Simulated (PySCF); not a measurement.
# Mg⁺: excitation energy

Mg⁺ [Ne] 3s1 (2S) → Mg⁺ [Ne] 3p1 (2P), as a difference of total energies. Calculation: PySCF 2.14, in aug-cc-pCVTZ-DK; the spin-free X2C one-electron Hamiltonian (Gaussian nucleus). Correlated levels: valence and next inner shell: 1s2 frozen; nothing frozen. The calculations carry no spin-orbit coupling.

```tsv
method	excitation energy (eV)
UHF	4.297
LDA	4.227
PBE	4.075
PBE0	4.135
r2SCAN	4.045
LC-wPBE	4.277
M06	3.851
r2SCANh	4.088
CAM-B3LYP	4.365
SCS-MP2 (valence and next inner shell)	4.374
SCS-MP2 (all electrons)	4.372
```

Question: Estimate what MP2 (all electrons) gives.

Answer: 4.396 eV, closest to SCS-MP2 (valence and next inner shell) among the rows shown.

Question: Estimate what MP2 (valence and next inner shell) gives.

Answer: 4.400 eV, closest to SCS-MP2 (valence and next inner shell) among the rows shown.

Errors of the correlated levels include the incompleteness of this basis and the frozen core.

For comparison: 4.43 eV (measured; NIST levels, between the centres of gravity of the two terms).
